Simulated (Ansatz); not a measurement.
# A geometry optimisation of B2ClGaH4Si with PBE-D3(BJ)/def2-SVP

The starting geometry of this gas-phase singlet was optimised with GFN2-xTB.

| atom | x (Å) | y (Å) | z (Å) |
| --- | --- | --- | --- |
| B | -1.0182 | -0.2037 | -0.1944 |
| B | -0.2443 | 1.1853 | -0.2330 |
| Cl | 4.1909 | -0.2329 | -2.2976 |
| Ga | 2.3526 | -0.1287 | -1.1573 |
| Si | 0.2969 | -1.5420 | -0.7847 |
| H | -2.1165 | -0.5286 | 0.0422 |
| H | 0.8744 | -2.0485 | 0.5378 |
| H | 0.1718 | 1.7578 | 0.7094 |
| H | 0.0450 | 1.6855 | -1.2768 |

Question: Predict what becomes of its bonds when it is optimised with PBE-D3(BJ)/def2-SVP.

Answer: A new bond forms, giving a structure given below by its coordinates. Contacts that close: B2–Ga4 (3.05 → 2.22 Å).

The energy falls by 0.63 eV over 14 steps:

```csv
step,E − E(last) (eV)
1,0.632
2,0.335
4,0.063
5,0.017
7,0.002
8,0.001
10,0.000
11,0.000
13,0.000
14,0.000
```

Final geometry (Å):

```yaml
atoms:
  - { symbol: B, position_ang: [-1.0651, -0.1741, -0.2480] }
  - { symbol: B, position_ang: [0.1728, 0.8985, -0.3320] }
  - { symbol: Cl, position_ang: [3.8009, 0.5385, -2.1034] }
  - { symbol: Ga, position_ang: [1.9807, -0.1011, -1.1471] }
  - { symbol: Si, position_ang: [0.2330, -1.6344, -0.6653] }
  - { symbol: H, position_ang: [-2.2278, -0.2690, 0.0669] }
  - { symbol: H, position_ang: [0.6708, -2.1657, 0.6964] }
  - { symbol: H, position_ang: [0.5758, 1.5925, 0.5855] }
  - { symbol: H, position_ang: [0.4116, 1.2589, -1.5075] }
```

Frequencies at the end are all real (lowest 72 cm⁻¹). Run with Ansatz 0.2.0, 26 s on 2 threads of Intel(R) Xeon(R) Platinum 8259CL CPU @ 2.50GHz (Skylake/Cascade Lake) (shared host).
